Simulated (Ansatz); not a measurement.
This geometry of GaH$_{3}$N (5 atoms, charge 0, multiplicity 2) is a first-order saddle point.

Level of theory: Ansatz, UKS B3LYP/def2-SVPD.

```xyz
5
Properties=species:S:1:pos:R:3
N -0.242 -0.391 0.070
Ga 0.672 1.249 1.091
H -1.162 -0.365 -0.369
H 0.226 -1.263 -0.180
H 0.556 0.696 -0.653
```

(1) Which two structures does it join? (They come from a converged band through this point; their orientation in space is the band's.)

(2) How far does it lie above each of them?

Results:

(1) Bonds broken: Ga2–H5. Bonds formed: N1–H5. GaH3N becomes Ga + H3N.

Initial state:

```xyz
5
Properties=species:S:1:pos:R:3
N -0.212 -0.687 0.065
Ga 0.828 0.792 0.426
H -0.951 -0.704 -0.630
H -0.120 -1.581 0.531
H 0.505 2.106 -0.434
```

Final state:

```xyz
5
Properties=species:S:1:pos:R:3
N -0.091 -0.169 -0.229
Ga 0.857 1.092 1.741
H -1.107 -0.195 -0.159
H 0.249 -1.126 -0.306
H 0.141 0.324 -1.089
```

(2) 1.35 eV above the first and 1.32 eV above the second. This is the barrier of this one path; another mechanism may lie lower.

Run time: 5.5 min on 2 threads of Arm Neoverse V1, on a shared host, peak memory 0.23 GiB.
